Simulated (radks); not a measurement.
Problem. These are the eigenvalues of the occupied orbitals of an atom or ion with whole-number occupations (eV). Method: scalar-relativistic Kohn-Sham, LDA (Slater exchange, VWN5 correlation), spin-polarised, spherical densities, finite nucleus; Fermi nuclear charge, rms radius of each element as measured or else 0.836 A^(1/3) + 0.57 fm; computed with a radial shooting solver on a logarithmic mesh with Libxc functionals.

orbital  eigenvalue
1s down   -63505.71
1s up     -63505.70
2s up     -11086.88
2s down   -11086.76
2p up     -9799.848
2p down   -9799.759
3s up     -2768.183
3s down   -2765.560
3p up     -2381.708
3p down   -2379.093
3d up     -1916.012
3d down   -1913.975
4s up     -808.6256
4s down   -803.9095
4p up     -680.0497
4p down   -675.4621
4d up     -511.8370
4d down   -507.3619
4f up     -323.0338
4f down   -318.5282

Which element is it, and in what charge state? The configuration may be excited. Open shells, if any, are filled with parallel spins first.

Solution. Z = 71, lutetium, charge +15: Lu15+ in [Kr] 4d10 4f10. The list shows which subshells hold electrons but not how many an open one holds; the 1s level, -2333.8 hartree, gives Z - s = 68.3 by -(Z - s)^2/2, which with screening and relativity narrows Z to a few neighbours, and the depths of the outer levels then fix element, charge and occupations together.
